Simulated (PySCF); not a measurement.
C2H6Se2. Atoms are numbered in the order given.

```xyz
10

C      1.8684    -0.7620     1.0915
Se     1.1002     0.3741    -0.3111
Se    -1.1002    -0.3741    -0.3111
C     -1.8684     0.7620     1.0915
H      2.9395    -0.5119     1.1363
H      1.7459    -1.8205     0.8283
H      1.4021    -0.5478     2.0622
H     -2.9395     0.5119     1.1363
H     -1.7459     1.8205     0.8283
H     -1.4021     0.5478     2.0622
```

Coordinates come from a r2SCAN-D4/def2-SVP optimisation. Other conformers were not sampled.

The numbers are results of PySCF with r2SCAN-D4/def2-SVP, not measurements.

Frequencies are harmonic and unscaled.

### Question
Estimate the vibrational spectrum. (An estimate is asked for; the answer gives what the named calculation found.)

### Answer

| mode | ν (cm⁻¹) | IR (km/mol) | moving atoms (share of kinetic energy) |
|---|---|---|---|
| 1 | 81 | 0.8 | C 59 %, H 28 %, Se 13 % |
| 2 | 123 | 0.0 | H 90 %, C 9 % |
| 3 | 133 | 0.2 | H 96 % |
| 4 | 168 | 0.3 | C 43 %, H 32 %, Se 25 % |
| 5 | 183 | 0.5 | C 40 %, Se 33 %, H 27 % |
| 6 | 290 | 0.1 | Se 99 % |
| 7 | 579 | 6.3 | C 70 %, Se 15 %, H 14 % |
| 8 | 580 | 0.3 | C 71 %, Se 15 %, H 14 % |
| 9 | 893 | 1.0 | H 81 %, C 17 % |
| 10 | 898 | 21.7 | H 81 %, C 17 % |
| 11 | 900 | 7.0 | H 86 %, C 14 % |
| 12 | 908 | 5.8 | H 86 %, C 14 % |
| 13 | 1271 | 9.1 | H 86 %, C 14 % |
| 14 | 1278 | 2.0 | H 86 %, C 14 % |
| 15 | 1423 | 12.0 | H 95 % |
| 16 | 1427 | 7.5 | H 95 % |
| 17 | 1439 | 0.4 | H 95 % |
| 18 | 1443 | 18.6 | H 95 % |
| 19 | 3046 | 16.3 | H 98 % |
| 20 | 3047 | 12.3 | H 98 % |
| 21 | 3168 | 2.2 | H 90 %, C 10 % |
| 22 | 3168 | 1.1 | H 90 %, C 10 % |
| 23 | 3188 | 1.6 | H 90 %, C 10 % |
| 24 | 3188 | 1.8 | H 90 %, C 10 % |
